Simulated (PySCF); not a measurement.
## What PySCF settings do for GaF

Base input, run as `python input.py` with PySCF 2.14:

```python
from pyscf import gto, scf, cc

mol = gto.M(
    atom='Ga 0 0 0; F 0 0 1.911',
    basis='pcseg-1',
    charge=0,
    spin=2,
    verbose=3,
)
mf = scf.UHF(mol)
mf.kernel()
mycc = cc.CCSD(mf, frozen=10)
mycc.kernel()
e = mycc.eeccsd(nroots=5)[0]
print('roots (eV) =', (e*27.211386).round(3))
mf.dip_moment()
print('orbital energies (hartree):', [e[max(0, n-3):n+3].round(4) for e, n in zip(mf.mo_energy, mol.nelec)])
```

Base result: E(SCF) = -2022.339738 Eh, E(CCSD) − E(SCF) = -0.23139 Eh, ⟨S²⟩ = 2.006, μz(SCF) = -3.72 D, excitation roots -3.785, 0.006, 0.008, 0.374, 2.058 eV. The bond length is a typed value, not an optimised one. Spin-unrestricted EOM-EE roots include spin flips and other components of the reference, which can be negative or near zero. No search for the lowest solution was made.

Wall time 9.6 s on one thread of a shared host.

Each row names what differs from the base; energies in brackets are changes from the base.

| change | result |
| --- | --- |
| Cartesian functions: off → on | E(SCF) = -2022.352453 Eh (-0.3460 eV), E(CCSD) − E(SCF) = -0.23355 Eh, ⟨S²⟩ = 2.007, μz(SCF) = -3.71 D, excitation roots -3.812, 0.006, 0.008, 0.382, 2.544 eV |
| length unit: angstrom → bohr [unsound on purpose] | E(SCF) = -2020.824649 Eh (+41.2277 eV), E(CCSD) − E(SCF) = -0.23047 Eh, ⟨S²⟩ = 2.003, μz(SCF) = 0.84 D, excitation roots -2.793, 0.005, 0.006, 0.380, 1.443 eV |
| step after the SCF: eomee → tda; number of roots: 5 → 4 | E(SCF) = -2022.339738 Eh (+0.0000 eV), ⟨S²⟩ = 2.006, μz(SCF) = -3.72 D, first excitations without spin–orbit coupling 0.11, 2.84, 5.63, 5.69 eV |
| charge: 0 → 2 [another spin of the ion may lie lower] | E(SCF) = -2021.428793 Eh (+24.7881 eV), E(CCSD) − E(SCF) = -0.16459 Eh, ⟨S²⟩ = 2.006, excitation roots -0.719, 0.009, 0.011, 0.136, 0.228 eV |
| step after the SCF: eomee → gradient | E(SCF) = -2022.339738 Eh (+0.0000 eV), ⟨S²⟩ = 2.006, μz(SCF) = -3.72 D, gradient on the second atom 0.0504 Eh/bohr |
| spin (2S): 2 → 4 [a high spin state] | E(SCF) = -2022.162020 Eh (+4.8360 eV), E(CCSD) − E(SCF) = -0.17395 Eh, ⟨S²⟩ = 6.005, μz(SCF) = 1.72 D, excitation roots -6.190, -6.176, -3.218, -3.098, -0.719 eV |
| basis set: pcseg-1 → sto-3g [spin-contaminated] | not converged: UCCSD, E(SCF) = -1998.760605 Eh, E(CCSD) − E(SCF) = -0.06165 Eh, ⟨S²⟩ = 2.377, μz(SCF) = -0.84 D, excitation roots -6.198, -5.707, -5.454, -5.403, -5.387 eV |
| second-order solver: off → on | E(SCF) = -2022.339738 Eh (+0.0000 eV), E(CCSD) − E(SCF) = -0.23139 Eh, ⟨S²⟩ = 2.006, μz(SCF) = -3.72 D, excitation roots -3.785, 0.006, 0.008, 0.374, 2.058 eV |
| basis set: pcseg-1 → x2c-svpall; spin-free X2C: off → on | E(SCF) = -2041.234296 Eh, E(CCSD) − E(SCF) = -0.35461 Eh, ⟨S²⟩ = 2.010, μz(SCF) = -3.69 D, excitation roots -3.913, 0.008, 0.013, 0.432, 1.963 eV |
| charge: 0 → -1; spin (2S): 2 → 3; step after the SCF: eomee → mp2 [another spin of the ion may lie lower] [no diffuse functions for the anion] [a high spin state] | E(SCF) = -2022.358165 Eh (-0.5014 eV), E(MP2) − E(SCF) = -0.22889 Eh, ⟨S²⟩ = 3.753 |
| density fitting: none → auto | E(SCF) = -2022.339778 Eh (-0.0011 eV), E(CCSD) − E(SCF) = -0.23137 Eh, ⟨S²⟩ = 2.006, μz(SCF) = -3.72 D, excitation roots -3.786, 0.006, 0.374, 2.565, 2.825 eV |
| charge: 0 → 1; spin (2S): 2 → 3 [another spin of the ion may lie lower] [a high spin state] | E(SCF) = -2021.920380 Eh (+11.4113 eV), E(CCSD) − E(SCF) = -0.16702 Eh, ⟨S²⟩ = 3.755, excitation roots -6.255, -4.452, -1.754, -0.787, -0.204 eV |
